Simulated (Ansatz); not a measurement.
A run for Ansatz (a first-principles code): R-B3LYP/def2-TZVPPD on H2Se (SMILES [SeH2]) with ghost functions. Files ending in .json are basis or fitting sets from the Basis Set Exchange.

Ansatz 0.2 input:
```yaml
crystal:
  periodic: [false, false, false]
  atoms:
    - {symbol: Se, position_ang: [0.48794727, -0.17006333, 3.34786786]}
    - {symbol: H, position_ang: [0.44624067, -1.56909381, 2.91022774]}
    - {symbol: H, position_ang: [0.74637511, -0.55461057, 4.74624586]}
basis:
  gaussian:
    orbitals: def2-TZVPPD.json
    ghost_atoms:
      - {symbol: O, position_ang: [-0.03281218, -0.38616358, 0.22298971]}
      - {symbol: H, position_ang: [0.71613780, 0.20229907, 0.07938891]}
      - {symbol: H, position_ang: [-0.79865345, 0.19173448, 0.30870595]}
hamiltonian:
  xc: {name: B3LYP}
scf: {lower_state_search: off}
```

The log:

```
WARN ansatz: RAYON_NUM_THREADS=1 ignored (pool sized by the plan → 1); use --threads N
Functional definition: B3LYP
these checks for a lower state are left out or cut short: stability, starts, cluster_reference, orbital_swaps, neighbouring_geometries, increment
integrals: 0.06 GiB planned
848 factors; their error is unknown
mean field: 0.59 GiB planned
mean field evaluation 1: about -65382.7947 eV, gradient 1.0e1 eV
mean field evaluation 2: about -65382.9462 eV, gradient 5.6e0 eV
mean field evaluation 4: about -65383.0440 eV, gradient 1.5e-1 eV
mean field evaluation 8: about -65383.2743 eV, gradient 2.6e-1 eV
mean field evaluation 16: about -65383.2744 eV, gradient 4.6e-6 eV
mean field -65383.27436081 eV, -2402.7910143846 hartree, gradient 4.6e-6 eV, S^2 0.000000; 0 other end points of the search recorded, 0 dependent functions left out
reference -65383.27458943 eV, -2402.7910227864 hartree; 18, 18 occupied and 147, 147 virtual orbitals, 848 factors
Total energy: -65383.27458943 eV, -2402.7910227864 hartree
Checks for a lower state left out: stability, starts, cluster_reference, orbital_swaps, neighbouring_geometries, increment
```

The calculation finished and met its thresholds.

Cost: about 2.3 core-seconds (a rough figure).
